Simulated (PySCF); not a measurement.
C4H8Cl, SMILES [CH2]C(C)(C)Cl, multiplicity 2. Atoms are numbered in the order given.

```xyz
13

C      0.6782    -1.5249     0.0000
C      0.4452    -0.0752     0.0000
C      0.9081     0.6255     1.2729
C      0.9081     0.6255    -1.2729
Cl    -1.4793     0.0857     0.0000
H      0.6575    -2.0870     0.9459
H      0.6575    -2.0870    -0.9459
H      0.4921     0.1311     2.1716
H      0.5894     1.6856     1.2768
H      2.0164     0.5888     1.3321
H      0.5894     1.6856    -1.2768
H      0.4921     0.1311    -2.1716
H      2.0164     0.5888    -1.3321
```
Charge 0, spin multiplicity 2.

Geometry: PBE-D3(BJ)/def2-SVP. The isomer is the one that the SMILES or the coordinates give; other isomers of the formula were not compared.

These are PySCF with PBE-D3(BJ)/def2-SVP values and carry that method's errors.

Frequencies are harmonic and unscaled.

Computed normal modes with their intensities:
```json
[
 {"mode": "1", "ν (cm⁻¹)": "242", "IR (km/mol)": "0.2", "moving atoms (share of kinetic energy)": "H 98 %"},
 {"mode": "2", "ν (cm⁻¹)": "263", "IR (km/mol)": "4.0", "moving atoms (share of kinetic energy)": "C 52 %, H 31 %, Cl 17 %"},
 {"mode": "3", "ν (cm⁻¹)": "265", "IR (km/mol)": "1.7", "moving atoms (share of kinetic energy)": "H 55 %, C 29 %, Cl 16 %"},
 {"mode": "4", "ν (cm⁻¹)": "276", "IR (km/mol)": "0.5", "moving atoms (share of kinetic energy)": "H 96 %"},
 {"mode": "5", "ν (cm⁻¹)": "298", "IR (km/mol)": "0.1", "moving atoms (share of kinetic energy)": "H 73 %, C 23 %"},
 {"mode": "6", "ν (cm⁻¹)": "330", "IR (km/mol)": "28.8", "moving atoms (share of kinetic energy)": "Cl 54 %, C 27 %, H 19 %"},
 {"mode": "7", "ν (cm⁻¹)": "388", "IR (km/mol)": "1.3", "moving atoms (share of kinetic energy)": "C 60 %, H 38 %"},
 {"mode": "8", "ν (cm⁻¹)": "400", "IR (km/mol)": "0.9", "moving atoms (share of kinetic energy)": "C 57 %, H 41 %"},
 {"mode": "9", "ν (cm⁻¹)": "436", "IR (km/mol)": "20.9", "moving atoms (share of kinetic energy)": "C 65 %, H 30 %"},
 {"mode": "10", "ν (cm⁻¹)": "636", "IR (km/mol)": "36.0", "moving atoms (share of kinetic energy)": "H 61 %, C 38 %"},
 {"mode": "11", "ν (cm⁻¹)": "795", "IR (km/mol)": "5.8", "moving atoms (share of kinetic energy)": "C 77 %, H 23 %"},
 {"mode": "12", "ν (cm⁻¹)": "895", "IR (km/mol)": "0.2", "moving atoms (share of kinetic energy)": "H 65 %, C 35 %"},
 {"mode": "13", "ν (cm⁻¹)": "922", "IR (km/mol)": "0.4", "moving atoms (share of kinetic energy)": "H 81 %, C 19 %"},
 {"mode": "14", "ν (cm⁻¹)": "983", "IR (km/mol)": "2.5", "moving atoms (share of kinetic energy)": "H 58 %, C 41 %"},
 {"mode": "15", "ν (cm⁻¹)": "990", "IR (km/mol)": "0.0", "moving atoms (share of kinetic energy)": "H 69 %, C 31 %"},
 {"mode": "16", "ν (cm⁻¹)": "1056", "IR (km/mol)": "29.9", "moving atoms (share of kinetic energy)": "H 60 %, C 40 %"},
 {"mode": "17", "ν (cm⁻¹)": "1229", "IR (km/mol)": "2.8", "moving atoms (share of kinetic energy)": "C 66 %, H 34 %"},
 {"mode": "18", "ν (cm⁻¹)": "1267", "IR (km/mol)": "9.5", "moving atoms (share of kinetic energy)": "C 63 %, H 37 %"},
 {"mode": "19", "ν (cm⁻¹)": "1332", "IR (km/mol)": "14.6", "moving atoms (share of kinetic energy)": "H 69 %, C 31 %"},
 {"mode": "20", "ν (cm⁻¹)": "1344", "IR (km/mol)": "11.1", "moving atoms (share of kinetic energy)": "H 74 %, C 26 %"},
 {"mode": "21", "ν (cm⁻¹)": "1390", "IR (km/mol)": "12.1", "moving atoms (share of kinetic energy)": "H 85 %, C 15 %"},
 {"mode": "22", "ν (cm⁻¹)": "1394", "IR (km/mol)": "1.5", "moving atoms (share of kinetic energy)": "H 95 %"},
 {"mode": "23", "ν (cm⁻¹)": "1402", "IR (km/mol)": "1.4", "moving atoms (share of kinetic energy)": "H 96 %"},
 {"mode": "24", "ν (cm⁻¹)": "1418", "IR (km/mol)": "1.8", "moving atoms (share of kinetic energy)": "H 89 %, C 11 %"},
 {"mode": "25", "ν (cm⁻¹)": "1427", "IR (km/mol)": "4.7", "moving atoms (share of kinetic energy)": "H 91 %, C 9 %"},
 {"mode": "26", "ν (cm⁻¹)": "2971", "IR (km/mol)": "10.1", "moving atoms (share of kinetic energy)": "H 97 %"},
 {"mode": "27", "ν (cm⁻¹)": "2975", "IR (km/mol)": "14.6", "moving atoms (share of kinetic energy)": "H 97 %"},
 {"mode": "28", "ν (cm⁻¹)": "3064", "IR (km/mol)": "2.3", "moving atoms (share of kinetic energy)": "H 91 %, C 9 %"},
 {"mode": "29", "ν (cm⁻¹)": "3067", "IR (km/mol)": "13.8", "moving atoms (share of kinetic energy)": "H 91 %, C 9 %"},
 {"mode": "30", "ν (cm⁻¹)": "3080", "IR (km/mol)": "2.5", "moving atoms (share of kinetic energy)": "H 95 %"},
 {"mode": "31", "ν (cm⁻¹)": "3088", "IR (km/mol)": "5.1", "moving atoms (share of kinetic energy)": "H 90 %, C 10 %"},
 {"mode": "32", "ν (cm⁻¹)": "3090", "IR (km/mol)": "12.7", "moving atoms (share of kinetic energy)": "H 90 %, C 10 %"},
 {"mode": "33", "ν (cm⁻¹)": "3198", "IR (km/mol)": "4.0", "moving atoms (share of kinetic energy)": "H 89 %, C 11 %"}
]
```
